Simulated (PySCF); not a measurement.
C3H5BF4.
SMILES: `FB(F)CCC(F)F`

A linear-response calculation (PySCF, def2-SVPD basis, gas phase, vertical, core orbitals frozen in the response) gave these numbers; the functional is withheld.

Orbital energies (eV): HOMO-3 -13.09, HOMO-2 -12.71, HOMO-1 -12.45, HOMO -11.51, LUMO 1.69, LUMO+1 1.98, LUMO+2 2.61.

```csv
state,E (eV),f,"main configurations (H = HOMO, L = LUMO)"
S1,8.60,0.012,"H→L+1 (53%), H-2→L+1 (22%), H→L (11%)"
S2,9.26,0.025,"H→L (66%), H→L+2 (10%), H→L+1 (9%)"
S3,9.69,0.030,"H-1→L+1 (42%), H-1→L (34%), H→L+2 (9%)"
S4,9.79,0.026,"H→L+2 (55%), H-2→L (15%), H-1→L+1 (13%)"
S5,9.98,0.014,"H-1→L+1 (28%), H-1→L (21%), H-3→L+1 (16%)"
S6,10.00,0.0018,"H-3→L+1 (31%), H-1→L (25%), H-6→L+1 (10%)"
```

Triplets, Tamm–Dancoff:

| state | E (eV) | λ (nm) | main configurations (H = HOMO, L = LUMO) |
| --- | --- | --- | --- |
| T1 | 7.84 | 158.1 | H→L+1 (47%), H-2→L+1 (27%), H-1→L+1 (8%) |
| T2 | 9.09 | 136.4 | H→L (61%), H→L+2 (13%) |
| T3 | 9.23 | 134.3 | H-1→L+1 (62%), H-1→L (12%), H-2→L+1 (10%) |
| T4 | 9.52 | 130.2 | H→L+2 (55%), H-2→L (12%) |

Vertical ionisation energy by ΔSCF with the same functional: 11.93 eV. Mean static polarisability: 51.4 au.

Question: Name the functional.
A. PBE0
B. PBE
C. HF
D. wB97X-D

Answer: D. wB97X-D is range-separated, 22% exact exchange at short range and 100% at long range (ω = 0.2 bohr⁻¹). In this run −ε(HOMO) = 11.51 eV differs from the ΔSCF value by -0.42 eV, and S1 differs from the orbital gap of 13.20 eV by -4.60 eV. The ratio −ε(HOMO)/IP is 0.96. Usual ranges for neutral molecules in this basis: 0.89 to 0.99 with wB97X-D, 0.5 to 0.7 with PBE, 0.7 to 0.83 with PBE0; with Hartree–Fock the ratio is 1 or more (Koopmans' value less the relaxation energy is the ΔSCF value). The other options: PBE, a GGA without exact exchange; HF, time-dependent Hartree–Fock, 100% exact exchange; PBE0, a global hybrid with 25% exact exchange.

Method: TDDFT wB97X-D/def2-SVPD, vertical, gas phase, core orbitals frozen in the response in PySCF 2.14.0, density-fitted response routines. Isolated species at its PBE0-D3(BJ)/def2-SVP geometry (one conformer only).

On one thread, Arm Neoverse V1 (aarch64), on a shared host, this took 3.5 min of wall time and 1.1 GiB of memory at its peak.

Conformer computed: `[F:1][B:2]([F:3])[CH2:4][CH2:5][CH:6]([F:7])[F:8]`: F1–B2–C4–C5 -168°, B2–C4–C5–C6 -172°, C4–C5–C6–F7 178°.

Without π bonds the low states are Rydberg-like; a valence basis with one diffuse set may place them up to an eV too high.
